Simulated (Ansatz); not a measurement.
A structure relaxed at PBE0-D4/def2-SVP in Ansatz, charge 0, singlet:

```xyz
5

Cd    1.167    0.155    0.802
Cl   -1.134    0.460   -1.038
Cl    1.432   -1.857    1.839
Cl    1.049    2.251   -0.160
Cl   -2.514   -1.009   -1.442
```

**Question.** Give its formula and point group.

**Answer.** CdCl4 (the lowest singlet isomer of a short search). Point group Cs (tolerance 0.1 Å).

**Question.** Summarise the bond lengths by kind (pairs closer than 1.2 times the sum of covalent radii, bridged metal pairs left out).

**Answer.** 2 × Cd–Cl 2.28 to 2.31 Å; 1 × Cl–Cl 2.06 Å. The metal has 3 neighbours: Cl 2.96 Å, Cl 2.28 Å, Cl 2.31 Å.

In the def2 sets Cd takes a core potential; there is no spin–orbit coupling. In the singlet, Cl2 and Cl5 lie 2.06 Å apart (atoms count from 1), so these atoms are partly bonded to each other. The structure comes from a short search, and lower isomers may exist.
